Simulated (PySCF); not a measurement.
Al(NH2)2(NMe2), SMILES C[N](C)[Al]([NH2])[NH2] (C2H10AlN3) (GFN2-xTB optimised geometry):

```
16

Al    -0.683     0.000     0.000
N     -1.570    -1.543     0.000
H     -2.579    -1.586    -0.020
H     -1.205    -2.483     0.030
N     -1.570     1.543     0.000
H     -1.205     2.483    -0.030
H     -2.579     1.586     0.020
N      1.122     0.000     0.000
C      1.933    -1.198    -0.052
C      1.933     1.198     0.052
H      2.579    -1.204    -0.940
H      2.579    -1.282     0.832
H      1.283    -2.071    -0.092
H      2.579     1.204     0.940
H      2.579     1.282    -0.832
H      1.283     2.071     0.092
```

Method: CAM-B3LYP/def2-TZVP in PySCF.

### Question
What are the frontier orbital energies and the dipole moment?

### Answer
HOMO-2 -9.02 eV, HOMO-1 -8.25 eV, HOMO -7.18 eV, LUMO 1.08 eV, LUMO+1 2.22 eV; dipole moment 0.70 D.

On the same geometry PBE/def2-TZVP run with PySCF gives HOMO-2 -6.06 eV, HOMO-1 -5.36 eV, HOMO -4.51 eV, LUMO -0.57 eV, LUMO+1 0.63 eV; dipole moment 0.75 D.

Meta-Löwdin charges at CAM-B3LYP/def2-TZVP: Al1 0.93, N2 -0.77, H3 0.23, H4 0.23, N5 -0.77, H6 0.23, H7 0.23, N8 -0.46, C9 -0.21, C10 -0.21, H11 0.09, H12 0.09, H13 0.10, H14 0.09, H15 0.09, H16 0.10.
